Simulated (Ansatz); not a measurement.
The inner images of a band of CH$_{7}$NOSi$_{2}$ (12 atoms, charge 0, multiplicity 1) are given out of order.

These are results of RKS PBE0/6-31G (Ansatz), not measurements.

First end point:

```xyz
12
Properties=species:S:1:pos:R:3
N -0.587 -0.693 2.372
C 0.075 -0.698 1.149
O -0.504 -1.544 -0.001
Si -0.538 0.217 -0.381
Si 0.850 0.994 -2.098
H -0.399 -1.449 3.013
H -1.524 -0.327 2.416
H 1.141 -0.893 1.236
H -1.911 0.823 -0.283
H 0.883 2.497 -2.063
H 2.239 0.467 -1.883
H 0.353 0.551 -3.445
```

Last end point:

```xyz
12
Properties=species:S:1:pos:R:3
N -0.588 -0.678 2.375
C 0.078 -0.686 1.155
O -0.489 -1.548 0.011
Si -0.540 0.208 -0.384
Si 0.846 0.983 -2.103
H -1.530 -0.322 2.412
H -0.393 -1.426 3.023
H 1.146 -0.870 1.246
H -1.919 0.803 -0.295
H 0.889 2.486 -2.062
H 2.232 0.445 -1.891
H 0.346 0.549 -3.453
```

Question: Put them in order from the first end to the last, with their energies above the first end.
A.
```xyz
12
Properties=species:S:1:pos:R:3
N -0.563 -0.733 2.386
C 0.146 -0.678 1.180
O -0.403 -1.510 0.026
Si -0.514 0.247 -0.332
Si 0.812 0.974 -2.116
H -0.754 -1.651 2.759
H -1.262 -0.041 2.588
H 1.220 -0.843 1.256
H -1.909 0.790 -0.207
H 0.719 2.468 -2.254
H 2.238 0.585 -1.858
H 0.347 0.337 -3.395
```
B.
```xyz
12
Properties=species:S:1:pos:R:3
N -0.589 -0.832 2.413
C 0.174 -0.602 1.267
O -0.184 -1.436 0.150
Si -0.506 0.326 -0.319
Si 0.761 0.898 -2.203
H -1.399 -1.421 2.307
H -0.608 -0.147 3.149
H 1.246 -0.499 1.433
H -1.994 0.544 -0.353
H 0.662 2.381 -2.435
H 2.196 0.550 -1.925
H 0.319 0.183 -3.450
```
C.
```xyz
12
Properties=species:S:1:pos:R:3
N -0.628 -0.786 2.436
C 0.145 -0.553 1.314
O -0.107 -1.409 0.190
Si -0.489 0.325 -0.341
Si 0.748 0.872 -2.261
H -1.572 -1.117 2.326
H -0.340 -0.451 3.337
H 1.194 -0.374 1.540
H -1.987 0.430 -0.476
H 0.623 2.344 -2.550
H 2.195 0.557 -2.005
H 0.297 0.107 -3.476
```
D.
```xyz
12
Properties=species:S:1:pos:R:3
N -0.626 -0.525 2.451
C 0.140 -0.447 1.295
O -0.066 -1.496 0.245
Si -0.519 0.149 -0.394
Si 0.729 0.825 -2.261
H -1.605 -0.743 2.373
H -0.187 -0.778 3.320
H 1.194 -0.277 1.503
H -2.011 0.324 -0.491
H 0.548 2.296 -2.518
H 2.182 0.550 -2.002
H 0.300 0.068 -3.488
```
E.
```xyz
12
Properties=species:S:1:pos:R:3
N -0.587 -0.789 2.387
C 0.178 -0.632 1.216
O -0.271 -1.475 0.096
Si -0.517 0.281 -0.320
Si 0.782 0.932 -2.152
H -1.128 -1.635 2.463
H -0.905 0.012 2.903
H 1.263 -0.656 1.328
H -1.967 0.662 -0.256
H 0.685 2.422 -2.334
H 2.211 0.563 -1.879
H 0.333 0.259 -3.418
```

Answer: A (+0.087 eV), E (+0.185 eV), B (+0.124 eV), C (+0.070 eV), D (+0.040 eV).

The run took 120 s on 1 thread of AMD EPYC 9R14 (Zen 4), on a shared host, peak memory 0.17 GiB.
